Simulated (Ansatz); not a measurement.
Ansatz (a first-principles code) input (LC-wPBE/def2-TZVPD):

Ansatz 0.2 input:
```yaml
crystal:
  periodic: [false, false, false]
  atoms:
    - {symbol: C, position_ang: [-2.18027659, 0.40777926, 1.69019785]}
    - {symbol: C, position_ang: [-1.50591774, 0.17509939, 0.34562970]}
    - {symbol: C, position_ang: [-1.71387072, -1.25780150, -0.13359812]}
    - {symbol: C, position_ang: [-1.97759884, 1.18386596, -0.69503920]}
    - {symbol: O, position_ang: [-0.08791074, 0.41287717, 0.58020013]}
    - {symbol: Si, position_ang: [1.22894848, -0.06772917, -0.17540443]}
    - {symbol: F, position_ang: [1.58878843, -1.58051973, 0.10942317]}
    - {symbol: F, position_ang: [1.12795285, 0.07751008, -1.74866236]}
    - {symbol: F, position_ang: [2.44106014, 0.80724170, 0.31982088]}
    - {symbol: H, position_ang: [-1.80621370, -0.29951154, 2.43075824]}
    - {symbol: H, position_ang: [-3.25973816, 0.27971246, 1.60002099]}
    - {symbol: H, position_ang: [-1.97730898, 1.41851806, 2.04408863]}
    - {symbol: H, position_ang: [-1.31279992, -1.96884352, 0.58897370]}
    - {symbol: H, position_ang: [-2.77838286, -1.45855097, -0.25952078]}
    - {symbol: H, position_ang: [-1.22863896, -1.42603502, -1.09727421]}
    - {symbol: H, position_ang: [-1.46448710, 1.02944525, -1.64472474]}
    - {symbol: H, position_ang: [-1.77824669, 2.19965604, -0.35320781]}
    - {symbol: H, position_ang: [-3.05040586, 1.07905281, -0.86342939]}
basis:
  gaussian:
    orbitals: def2-TZVPD
hamiltonian:
  xc: {name: LC-wPBE}
output: {forces: true}
```

End of the output:

```
Atom 4 at    -0.087911     0.412877     0.580200 Å, force    -0.274958    -0.124988    -0.157435 eV/Å
Atom 5 at     1.228948    -0.067729    -0.175404 Å, force    -0.082317     0.013289     0.028599 eV/Å
Atom 6 at     1.588788    -1.580520     0.109423 Å, force    -0.011989     0.080633    -0.017994 eV/Å
Atom 7 at     1.127953     0.077510    -1.748662 Å, force     0.015387    -0.009905     0.087229 eV/Å
Atom 8 at     2.441060     0.807242     0.319821 Å, force    -0.064082    -0.050789    -0.028589 eV/Å
Atom 9 at    -1.806214    -0.299512     2.430758 Å, force     0.003372    -0.001253    -0.015097 eV/Å
Atom 10 at    -3.259738     0.279712     1.600021 Å, force     0.007316    -0.002687    -0.015323 eV/Å
Atom 11 at    -1.977309     1.418518     2.044089 Å, force     0.004162    -0.002820    -0.015449 eV/Å
Atom 12 at    -1.312800    -1.968844     0.588974 Å, force    -0.001133     0.009091     0.014803 eV/Å
Atom 13 at    -2.778383    -1.458551    -0.259521 Å, force     0.005372     0.021122     0.005963 eV/Å
Atom 14 at    -1.228639    -1.426035    -1.097274 Å, force     0.009831     0.015064    -0.011154 eV/Å
Atom 15 at    -1.464487     1.029445    -1.644725 Å, force     0.004093    -0.011954     0.002187 eV/Å
Atom 16 at    -1.778247     2.199656    -0.353208 Å, force    -0.000918    -0.009350     0.012529 eV/Å
Atom 17 at    -3.050406     1.079053    -0.863429 Å, force     0.009498    -0.014236     0.013992 eV/Å
Dipole moment:    -0.672885    -0.007319     0.046321 e Å
```
